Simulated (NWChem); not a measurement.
System: TaN$_{2}$H$_{4}$OF; SMILES [Ta]([NH2])([F])([NH2])=[O]

```xyz
9

Ta     0.0370    -0.0187     0.0000
O      1.6874     0.4591     0.0000
F     -0.1915    -1.9101     0.0000
N     -0.7513     0.7673    -1.6366
H     -1.7331     0.7286    -1.9012
H     -0.2441     1.3409    -2.3054
N     -0.7513     0.7673     1.6366
H     -0.2441     1.3409     2.3054
H     -1.7331     0.7286     1.9012
```
Atoms are numbered in this order, from 1.

Results from NWChem. Medium grid unless said otherwise, to which SCAN and Minnesota functionals are sensitive. Structure relaxed at the PBE0/def2-SVP level. Not confirmed as a minimum by frequencies. def2 effective core potentials on Ta; no spin-orbit coupling. Hybrids' shares of exact exchange are those that their runs print; pure functionals count as 0. The functionals differ in more than this share.

```csv
row,share of exact exchange,orbital gap (eV)
PBE/def2-SVP,0.00,5.03
BP86/def2-SVP,0.00,5.03
B3LYP/def2-SVP,0.20,6.85
PBE0/def2-SVP,0.25,7.34
M06/def2-SVP,0.27,7.35
MPW1K/def2-SVP,0.43,withheld
```

Problem. Fit a straight line of the last column on the one before it, predict the withheld value, and compare with the run.

Solution. 
1. Means of the 5 shown rows: x = 0.144, y = 6.320. Slope Σ(x − x̄)(y − ȳ)/Σ(x − x̄)² = 0.6391/0.07172 = 8.911; intercept 5.037.
2. The shown rows scatter about the line by 0.055 (root mean square); the largest residual is -0.09, at M06/def2-SVP.
3. At x = 0.43 (MPW1K/def2-SVP; beyond the shown range) the line gives 8.87.
4. The run gives 9.03, +0.16 from the line, 2.9 times the scatter.
